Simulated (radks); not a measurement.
All-electron atom: the titanium ion Ti3+ in [Ar] 3d1. Calculated with a radial shooting solver on a logarithmic mesh with Libxc functionals: scalar-relativistic Kohn-Sham, r2SCAN, spin-unpolarised, spherical densities, finite nucleus; meta-GGA in the generalised Kohn-Sham scheme; Fermi nuclear charge, rms radius 3.5921 fm.

Normalised radial functions P(r) = r R(r), r in bohr:

```
   r/bohr * 1s, o 3d (the largest magnitude, 3.41, reaches the edge; | marks zero, & curves that meet)
 0.003283 o         *
 0.003701 o           *
 0.004173 o            *
 0.004705 o             *
 0.005348 o               *
 0.006029 o                 *
 0.006798 o                   *
 0.007665 o                     *
 0.008642 o                       *
 0.009744 o                         *
  0.01099 o                            *
  0.01239 o                              *
  0.01397 o                                 *
  0.01575 o                                    *
  0.01775 o                                       *
  0.02002 o                                          *
  0.02275 o                                             *
  0.02565 o                                               *
  0.02892 o                                                 *
  0.03261 o                                                   *
  0.03677 o                                                     *
  0.04146 o                                                      *
  0.04674 o                                                      *
   0.0527 o                                                     *
  0.05942 o                                                    *
    0.067 o                                                  *
  0.07554 o                                              *
  0.08517 o                                          *
  0.09603 |o                                     *
   0.1091 |o                               *
   0.1231 |o                          *
   0.1387 |o                     *
   0.1564 | o               *
   0.1764 | o          *
   0.1989 |  o     *
   0.2242 |  o  *
   0.2528 |   &
    0.285 | *  o
   0.3214 |*    o
   0.3624 |*     o
   0.4086 *       o
   0.4606 *        o
   0.5236 *          o
   0.5903 *           o
   0.6656 *            o
   0.7504 *             o
   0.8461 *             o
    0.954 *             o
    1.076 *             o
    1.213 *            o
    1.367 *           o
    1.542 *          o
    1.738 *        o
     1.96 *       o
    2.228 *     o
    2.511 *    o
    2.832 *  o
    3.193 * o
      3.6 *o
    4.059 *o
    4.576 &
```

1s: eigenvalue -4922.5 eV, 0 radial nodes, <r> = 0.0696 bohr, 90 % of the charge inside 0.124 bohr. 3d: eigenvalue -34.062 eV, 0 radial nodes, <r> = 1.25 bohr, 90 % of the charge inside 2.07 bohr.
